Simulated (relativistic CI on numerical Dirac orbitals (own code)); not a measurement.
Electric-dipole transitions in Ba XL

Calculated at this level of theory: Dirac-Coulomb-Breit CI, KLI orbitals optimised for each configuration, model QED (radiative potential, 1s self-energy scaled to tabulated hydrogen-like ionisation energies), unscaled Slater integrals (own radial code, finite nucleus).

Configurations in the expansion (outside the closed core [Ne]): 3s²3p⁵, 3s3p⁶, 3s²3p⁴3d, 3s3p⁵3d, 3p⁶3d, 3s3p⁴3d², 3s²3p³3d4p, 3p⁶4s, 3s3p⁴3d4s, 3s²3p⁴4s, 3p⁶4p, 3s²3p⁴4p, 3s²3p³3d², 3s²3p²3d³, 3s3p³3d³, 3s²3p²3d²4s, 3s²3p²3d²4p. Double excitations out of closed p, d and f shells are left out; levels of such configurations are missing from the list, as are those of other unlisted configurations, and high levels can miss mixing partners.

| λ vac (Å) | Lower | Upper | A (s⁻¹) | E lower (Ry) | E upper (Ry) |
| --- | --- | --- | --- | --- | --- |
| 40.565 | 3s²3p⁴3d ²D3/2 [7] | 3s²3p³3d² ²D°3/2 [131] | 4.48e+11 | 13.4712 | 35.9356 |
| 41.025 | 3s²3p⁴3d ²D5/2 [13] | 3s²3p³3d² ²F°7/2 [156] | 4.42e+11 | 15.7146 | 37.9273 |
| 41.515 | 3s²3p⁴3d ⁴D3/2 [3] | 3s²3p³3d² ⁴P°1/2 [97] | 1.12e+12 | 12.0412 | 33.9913 |
| 41.623 | 3s²3p⁴3d ²D5/2 [11] | 3s²3p³3d² ²F°7/2 [146] | 2.50e+11 | 15.2612 | 37.1544 |
| 41.625 | 3s²3p⁴3d ²D3/2 [7] | 3s²3p³3d² ²D°3/2 [122] | 7.93e+11 | 13.4712 | 35.3634 |
| 41.629 | 3s²3p⁴3d ⁴F7/2 [6] | 3s²3p³3d² ²F°7/2 [105] | 7.43e+11 | 12.5896 | 34.4798 |
| 41.650 | 3s²3p⁴3d ⁴F9/2 [10] | 3s²3p³3d² ⁴D°7/2 [128] | 6.18e+11 | 13.8443 | 35.7233 |
| 41.766 | 3s²3p⁴3d ⁴D5/2 [4] | 3s²3p³3d² ⁴D°3/2 [99] | 6.83e+11 | 12.2405 | 34.0589 |
| 41.856 | 3s²3p⁴3d ²F7/2 [9] | 3s²3p³3d² ⁴P°5/2 [124] | 1.01e+12 | 13.6820 | 35.4536 |
| 41.926 | 3s²3p⁴3d ²D3/2 [12] | 3s²3p³3d² ²D°3/2 [150] | 5.22e+11 | 15.5366 | 37.2716 |
| 41.931 | 3s²3p⁴3d ⁴F7/2 [6] | 3s²3p³3d² ⁴D°5/2 [101] | 6.30e+11 | 12.5896 | 34.3219 |
| 42.004 | 3s²3p⁴3d ⁴F9/2 [10] | 3s²3p³3d² ²G°7/2 [125] | 3.41e+11 | 13.8443 | 35.5388 |
| 42.212 | 3s²3p⁴3d ⁴D5/2 [4] | 3s²3p³3d² ⁴D°5/2 [96] | 3.49e+11 | 12.2405 | 33.8286 |
| 42.215 | 3s²3p⁴3d ²P1/2 [8] | 3s²3p³3d² ²D°3/2 [119] | 5.78e+11 | 13.6495 | 35.2358 |
| 42.281 | 3s²3p⁴3d ²F7/2 [9] | 3s²3p³3d² ²F°7/2 [118] | 2.45e+11 | 13.6820 | 35.2348 |
| 42.355 | 3s²3p⁴3d ²D5/2 [11] | 3s²3p³3d² ²F°5/2 [140] | 7.62e+11 | 15.2612 | 36.7762 |
| 42.461 | 3s²3p⁴3d ⁴F7/2 [6] | 3s²3p³3d² ⁴D°7/2 [98] | 2.33e+11 | 12.5896 | 34.0507 |
| 42.542 | 3s²3p⁴3d ⁴F9/2 [10] | 3s²3p³3d² ⁴F°9/2 [120] | 6.13e+11 | 13.8443 | 35.2645 |
| 42.554 | 3s²3p⁵ ²P°3/2 [1] | 3s²3p⁴3d ²S1/2 [26] | 1.32e+12 | 0.0000 | 21.4145 |
| 42.724 | 3s²3p⁵ ²P°3/2 [1] | 3s²3p⁴3d ²D5/2 [25] | 5.74e+11 | 0.0000 | 21.3291 |
| 42.873 | 3s²3p⁵ ²P°3/2 [1] | 3s²3p⁴3d ²P3/2 [24] | 7.40e+11 | 0.0000 | 21.2549 |
| 42.926 | 3s²3p⁴3d ²F7/2 [9] | 3s²3p³3d² ²G°7/2 [112] | 5.07e+11 | 13.6820 | 34.9107 |
| 43.093 | 3s²3p⁵ ²P°3/2 [1] | 3s²3p⁴3d ²D5/2 [23] | 2.86e+11 | 0.0000 | 21.1463 |
| 43.105 | 3s²3p⁴3d ⁴F9/2 [10] | 3s²3p³3d² ⁴G°11/2 [113] | 4.46e+11 | 13.8443 | 34.9847 |
| 43.370 | 3s²3p⁴3d ²F7/2 [9] | 3s²3p³3d² ⁴F°9/2 [109] | 1.93e+11 | 13.6820 | 34.6934 |
| 43.407 | 3s²3p⁵ ²P°1/2 [2] | 3s²3p⁴3d ²D3/2 [46] | 7.04e+11 | 6.7675 | 27.7611 |
| 43.953 | 3s²3p⁴3d ²D5/2 [11] | 3s²3p³3d² ²F°7/2 [132] | 2.55e+11 | 15.2612 | 35.9941 |
| 43.962 | 3s²3p⁴3d ²G9/2 [22] | 3s²3p³3d² ²G°9/2 [194] | 4.55e+11 | 20.8432 | 41.5718 |
| 43.992 | 3s²3p⁴3d ²F7/2 [9] | 3s²3p³3d² ⁴F°9/2 [104] | 2.47e+11 | 13.6820 | 34.3961 |
| 46.369 | 3s²3p⁴3d ⁴D5/2 [4] | 3s²3p³3d² ⁴G°7/2 [77] | 2.14e+11 | 12.2405 | 31.8932 |
| 46.569 | 3s²3p⁴3d ⁴F7/2 [6] | 3s²3p³3d² ⁴G°9/2 [79] | 1.57e+11 | 12.5896 | 32.1579 |
| 46.716 | 3s²3p⁴3d ⁴D3/2 [3] | 3s²3p³3d² ⁴F°5/2 [73] | 1.84e+11 | 12.0412 | 31.5475 |
| 46.844 | 3s²3p⁴3d ⁴D3/2 [3] | 3s²3p³3d² ²D°3/2 [72] | 2.18e+11 | 12.0412 | 31.4943 |
| 51.499 | 3s²3p⁴3d ²G9/2 [22] | 3s3p⁵3d ²F°7/2 [163] | 5.40e+11 | 20.8432 | 38.5379 |
| 54.045 | 3s²3p⁵ ²P°1/2 [2] | 3s²3p⁴3d ²P1/2 [29] | 6.05e+11 | 6.7675 | 23.6287 |
| 55.266 | 3s²3p⁴3d ²F7/2 [9] | 3s3p⁵3d ²F°7/2 [66] | 1.34e+11 | 13.6820 | 30.1707 |
| 55.280 | 3s²3p⁴3d ⁴F5/2 [17] | 3s²3p³3d² ²F°5/2 [129] | 2.48e+11 | 19.3259 | 35.8103 |
| 55.308 | 3s²3p⁴3d ⁴D5/2 [4] | 3s3p⁵3d ⁴F°7/2 [55] | 1.01e+11 | 12.2405 | 28.7168 |
| 56.026 | 3s²3p⁴3d ²G7/2 [18] | 3s²3p³3d² ²H°9/2 [127] | 1.83e+11 | 19.3957 | 35.6607 |
| 56.575 | 3s²3p⁵ ²P°1/2 [2] | 3s²3p⁴3d ²D3/2 [28] | 2.37e+11 | 6.7675 | 22.8748 |
| 57.099 | 3s²3p⁴3d ⁴F7/2 [6] | 3s²3p³3d² ²G°9/2 [52] | 1.79e+11 | 12.5896 | 28.5490 |
| 57.417 | 3s²3p⁴3d ⁴F9/2 [10] | 3s3p⁵3d ⁴F°9/2 [62] | 1.63e+11 | 13.8443 | 29.7152 |
| 57.959 | 3s²3p⁴3d ²D5/2 [13] | 3s3p⁵3d ²F°7/2 [71] | 2.09e+11 | 15.7146 | 31.4372 |
| 57.988 | 3s²3p⁵ ²P°3/2 [1] | 3s²3p⁴3d ²D5/2 [13] | 1.82e+11 | 0.0000 | 15.7146 |
| 58.653 | 3s²3p⁵ ²P°3/2 [1] | 3s²3p⁴3d ²D3/2 [12] | 1.40e+11 | 0.0000 | 15.5366 |

Terms are leading LS components. Brackets give the number of a level in order of energy, since labels repeat. The list gives strong lines, with weight on those to low levels, without lines whose two gauges differ by over a factor of 2.5, among the lowest 200 of 2504 levels, so that lines to higher ones, which can be the strongest, are missing. Levels whose partners in the same complex of configurations lie outside the list can be far off, and so can their lines. Rates are taken at the computed energies, electric ones in the length gauge.

At this charge energies of transitions that change n are usually good to better than 1 %, and those within a shell (Δn = 0) to a few per cent.

LS names give the leading component of a level, which can be under half, so a name can repeat, a term be missing and a line seem to break the LS rules.
